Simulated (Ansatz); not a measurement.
The cluster Co₂Pt. Charge 0, multiplicity 3. Geometry PBE-D4/def2-TZVP; atoms count from 1.

| atom | x (Å) | y (Å) | z (Å) |
| --- | --- | --- | --- |
| Pt1 | 1.1789 | -0.0270 | -0.7415 |
| Co2 | -0.7970 | -1.0161 | 0.0506 |
| Co3 | -0.3819 | 1.0431 | 0.6909 |

In the def2 sets Pt takes a core potential; there is no spin–orbit coupling. The charge 0 triplet is spin-contaminated (final ⟨S²⟩ up to 3.95, 2.00 for a pure state). At PBE0-D4/def2-TZVP a quintet of charge 0 lies 0.34 eV below the triplet, each at its own geometry. The structure comes from a short search, and lower isomers may exist.

(1) Estimate the Mulliken populations from the PBE0/def2-TZVP orbitals of Ansatz.

(2) Where does the spin sit?

(3) And the Mayer bond orders between heavy atoms (over 0.3)?

## Answers

(1) 
```tsv
atom	charge (e)	spin (α − β)	d electrons
Pt1	-0.33	0.71	9.13
Co2	0.20	-1.85	7.89
Co3	0.13	3.14	7.39
```
Mulliken values depend strongly on the basis.

(2) Summed by element: Pt 0.71, Co 1.29, of 2 unpaired in all. Largest on single atoms: Co3 3.14, Co2 -1.85, Pt1 0.71.

(3) Pt1–Co2 0.83 (2.35 Å); Pt1–Co3 0.94 (2.37 Å); Co2–Co3 0.90 (2.20 Å).
